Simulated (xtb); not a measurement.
HN2, charge +1, singlet, geometry from GFN2-xTB. Base run: GFN2-xTB in xtb 6.7.1.

The xtb input:
```
$ xtb mol.xyz --gfn 2 --chrg 1 --json

# file mol.xyz
3

N     -0.00000000    -0.00000000    -0.43539476
N      0.00000000     0.00000000     0.64482984
H     -0.00000000    -0.00000000    -1.46604558
```

Each row names what was changed in the base input (with any setting that the change needs).

| change | ΔE vs base (kJ/mol) | HOMO-LUMO gap (eV) | SCF cycles |
|---|---|---|---|
| base | 0.00 | 5.16 | 9 |
| etemp = 1000 | 0.00 | 5.16 | 9 |
| acc = 1000 | 0.01 | 5.15 | 6 |
| acc = 0.1 | 0.00 | 5.16 | 10 |
| alpb = chcl3 | ___ | ___ | 9 |
| etemp = 3000 | -0.01 | 5.16 | 9 |
| etemp = 10000 | ___ | ___ | 10 |
| acc = 30 | 0.00 | 5.16 | 8 |

Problem. Some entries are withheld; supply them.

Solution. 
- alpb = chcl3, ΔE vs base (kJ/mol): -283.2
- alpb = chcl3, HOMO-LUMO gap (eV): 5.18
- etemp = 10000, ΔE vs base (kJ/mol): -23.17
- etemp = 10000, HOMO-LUMO gap (eV): 5.30

ALPB and GBSA are two models with their own fitted parameters for each solvent, which aren't always the measured dielectric constant.
